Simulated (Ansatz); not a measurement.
W(NH)(F)2(Cl)2 (Cl₂F₂HNW), SMILES [NH]=[W]([F])([F])([Cl])[Cl], multiplicity 1.

Geometry optimised at PBE0-D3(BJ)/def2-SVP. The multiplicity is an assumed one; no other spin state was optimised. The structure was generated by enumeration; whether it is a known compound was not checked. The def2 effective core potentials stand for the cores of W; spin–orbit coupling is left out.

Two levels are set side by side: PBE/def2-SVPD (Ansatz, a program for electronic structure) and CAM-B3LYP/def2-SVPD (Ansatz). Energy differences of separate SCF runs at the same geometry; the states with an electron removed or added have multiplicity 2 and 2. Differences are taken from unrounded values.

| quantity | CAM-B3LYP |
|---|---|
| vertical ionisation energy (eV) | 11.30 |
| vertical electron affinity (eV) | 1.98 |
| vertical singlet–triplet gap (eV) | 3.57 |

Problem. What does PBE give, and how far is it from CAM-B3LYP? (An estimate is asked for; the answer gives what the named calculation found.)

Solution. 
```csv
quantity,PBE,PBE minus CAM-B3LYP
vertical ionisation energy (eV),10.63,-0.68
vertical electron affinity (eV),1.38,-0.60
vertical singlet–triplet gap (eV),3.62,0.05
```
